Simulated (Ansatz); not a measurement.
## Molecular dynamics of H₆C₂O

Input file:

```yaml
crystal:
  lattice:
    - [7.293633, 0.0, 0.0]
    - [0.0, 7.293633, 0.0]
    - [0.0, 0.0, 7.293633]
  atoms:
    - { symbol: C, position: [0.3533203, 0.12791481, 0.35849437] }
    - { symbol: C, position: [0.3871599, 0.29872514, 0.47057797] }
    - { symbol: O, position: [0.21398441, 0.38565414, 0.50194015] }
    - { symbol: H, position: [0.23329019, 0.48188549, 0.59000305] }
    - { symbol: H, position: [0.45035915, 0.26123755, 0.6014446] }
    - { symbol: H, position: [0.47917481, 0.39338604, 0.39805321] }
    - { symbol: H, position: [0.48209695, 0.06679541, 0.31470737] }
    - { symbol: H, position: [0.28053766, 0.0271958, 0.44170694] }
    - { symbol: H, position: [0.27147571, 0.16245528, 0.23827836] }
    - { symbol: C, position: [0.76046829, 0.84034171, 0.83483686] }
    - { symbol: C, position: [0.61486505, 0.98344182, 0.87238593] }
    - { symbol: O, position: [0.45230016, 0.95227389, 0.7706821] }
    - { symbol: H, position: [0.35488706, 0.9209096, 0.85561971] }
    - { symbol: H, position: [0.5823015, 0.98924616, 1.01888445] }
    - { symbol: H, position: [0.66896709, 1.1191953, 0.83508785] }
    - { symbol: H, position: [0.8860062, 0.8736851, 0.90842035] }
    - { symbol: H, position: [0.71388561, 0.70438886, 0.87737309] }
    - { symbol: H, position: [0.79061884, 0.83531162, 0.68846058] }
    - { symbol: C, position: [0.84787288, 0.13619773, 0.40829486] }
    - { symbol: C, position: [0.8477529, 0.26426305, 0.24608766] }
    - { symbol: O, position: [0.97745311, 0.19580412, 0.11553142] }
    - { symbol: H, position: [0.97346407, 0.27268722, 0.00854155] }
    - { symbol: H, position: [0.7112073, 0.27020582, 0.18335942] }
    - { symbol: H, position: [0.88583805, 0.40325768, 0.28960121] }
    - { symbol: H, position: [0.73968547, 0.1726373, 0.50445556] }
    - { symbol: H, position: [0.8230136, -0.00427786, 0.36157051] }
    - { symbol: H, position: [0.97796995, 0.14175786, 0.48044799] }
    - { symbol: C, position: [0.30905577, 0.52915254, -0.04805132] }
    - { symbol: C, position: [0.29445945, 0.6692039, 0.10410109] }
    - { symbol: O, position: [0.2002375, 0.82543496, 0.03031848] }
    - { symbol: H, position: [0.16735049, 0.91266478, 0.1241424] }
    - { symbol: H, position: [0.21914274, 0.6115842, 0.22007002] }
    - { symbol: H, position: [0.43129443, 0.70947029, 0.15217583] }
    - { symbol: H, position: [0.37550676, 0.40425642, 0.00029316] }
    - { symbol: H, position: [0.17219845, 0.49323689, -0.09761558] }
    - { symbol: H, position: [0.38853103, 0.58445029, -0.16232648] }
basis:
  ecutwfc: 500.0
kpoints:
  mp_grid: { grid: [1, 1, 1] }
hamiltonian:
  xc: r2scan
scf:
  occupations: { method: fermi_dirac, width: 0.02 }
  lower_state_search: "off"
md:
  timestep: 0.75
  n_steps: 20
  ensemble: nvt_langevin
  temperature: 250.0
  initial_velocities: maxwell_boltzmann
  seed: 184497
  friction: 0.02
```

Command:

```bash
$ ansatz run input.yaml --threads 1 --pin off --max-ram 3072MiB --backend cpu --events-out ev --progress --plain --runs-dir out
```

It starts from a partly relaxed structure (largest force component 0.20 eV/Å).

Output, in part (step lines):

```
md step     0: t =     0.00 fs  T =   243.1 K  F+E_penalty+E_count = -4673.08614800 eV  E_kin = 1.131025 eV  (9 SCF iters)
md step     1: t =     0.75 fs  T =   231.1 K  F+E_penalty+E_count = -4673.00877932 eV  E_kin = 1.075273 eV  (8 SCF iters)
md step     2: t =     1.50 fs  T =   181.2 K  F+E_penalty+E_count = -4672.82910282 eV  E_kin = 0.842961 eV  (8 SCF iters)
md step     3: t =     2.25 fs  T =   158.3 K  F+E_penalty+E_count = -4672.64689320 eV  E_kin = 0.736665 eV  (8 SCF iters)
md step     4: t =     3.00 fs  T =   136.7 K  F+E_penalty+E_count = -4672.52805370 eV  E_kin = 0.636027 eV  (7 SCF iters)
md step     5: t =     3.75 fs  T =   133.6 K  F+E_penalty+E_count = -4672.47395732 eV  E_kin = 0.621856 eV  (6 SCF iters)
md step     6: t =     4.50 fs  T =   126.2 K  F+E_penalty+E_count = -4672.44065094 eV  E_kin = 0.587414 eV  (6 SCF iters)
md step     7: t =     5.25 fs  T =   113.8 K  F+E_penalty+E_count = -4672.38522265 eV  E_kin = 0.529645 eV  (6 SCF iters)
md step     8: t =     6.00 fs  T =   106.5 K  F+E_penalty+E_count = -4672.29501516 eV  E_kin = 0.495788 eV  (6 SCF iters)
md step     9: t =     6.75 fs  T =    91.4 K  F+E_penalty+E_count = -4672.20904081 eV  E_kin = 0.425146 eV  (6 SCF iters)
md step    10: t =     7.50 fs  T =    95.2 K  F+E_penalty+E_count = -4672.18689432 eV  E_kin = 0.443117 eV  (8 SCF iters)
md step    11: t =     8.25 fs  T =   112.0 K  F+E_penalty+E_count = -4672.22944010 eV  E_kin = 0.521049 eV  (6 SCF iters)
md step    12: t =     9.00 fs  T =   127.2 K  F+E_penalty+E_count = -4672.30185229 eV  E_kin = 0.592112 eV  (6 SCF iters)
md step    13: t =     9.75 fs  T =   156.0 K  F+E_penalty+E_count = -4672.38215552 eV  E_kin = 0.725925 eV  (6 SCF iters)
md step    14: t =    10.50 fs  T =   163.8 K  F+E_penalty+E_count = -4672.44638230 eV  E_kin = 0.762419 eV  (6 SCF iters)
md step    15: t =    11.25 fs  T =   168.8 K  F+E_penalty+E_count = -4672.48407864 eV  E_kin = 0.785569 eV  (6 SCF iters)
md step    16: t =    12.00 fs  T =   168.5 K  F+E_penalty+E_count = -4672.49077989 eV  E_kin = 0.784208 eV  (6 SCF iters)
md step    17: t =    12.75 fs  T =   161.0 K  F+E_penalty+E_count = -4672.47430034 eV  E_kin = 0.749393 eV  (6 SCF iters)
md step    18: t =    13.50 fs  T =   159.4 K  F+E_penalty+E_count = -4672.45512857 eV  E_kin = 0.741931 eV  (6 SCF iters)
md step    19: t =    14.25 fs  T =   173.2 K  F+E_penalty+E_count = -4672.44899839 eV  E_kin = 0.806012 eV  (6 SCF iters)
md step    20: t =    15.00 fs  T =   164.0 K  F+E_penalty+E_count = -4672.45683640 eV  E_kin = 0.763092 eV  (8 SCF iters)
```

The run went to its last step. The mean temperature of the second half is 40 % below the set value. A run of 0.015 ps of so small a system gives no equilibrium averages. Limits of this set-up: coarse k mesh.

Mean squared displacements from the first frame to the last, about the centre of mass: C 0.00 Å², O 0.00 Å², H 0.01 Å².

Last frame:

```xyz
36
Lattice="7.2936 0.0000 0.0000 0.0000 7.2936 0.0000 0.0000 0.0000 7.2936" Properties=species:S:1:pos:R:3
C 2.538 0.945 2.600
C 2.825 2.175 3.403
O 1.535 2.803 3.695
H 1.675 3.453 4.324
H 3.331 1.912 4.382
H 3.548 2.886 2.881
H 3.504 0.628 2.166
H 2.034 0.128 3.196
H 1.811 1.180 1.790
C 5.566 6.130 6.090
C 4.534 7.185 6.404
O 3.324 6.967 5.669
H 2.622 6.615 6.221
H 4.337 7.258 7.519
H 4.874 8.191 6.199
H 6.469 6.199 6.698
H 5.157 5.105 6.314
H 5.780 6.080 5.019
C 6.163 1.002 2.989
C 6.235 1.954 1.797
O 7.159 1.422 0.849
H 7.071 1.941 0.031
H 5.221 2.091 1.324
H 6.542 2.961 2.143
H 5.340 1.343 3.641
H 5.900 -0.052 2.696
H 7.081 0.989 3.545
C 2.236 3.827 -0.378
C 2.139 4.883 0.738
O 1.452 6.013 0.171
H 1.023 6.575 0.858
H 1.659 4.530 1.700
H 3.153 5.207 1.045
H 2.721 2.911 -0.092
H 1.269 3.559 -0.788
H 2.688 4.325 -1.235
```

The run took 8.5 min on 1 thread of Arm Neoverse V2 (shared host), peak memory 1 GiB.
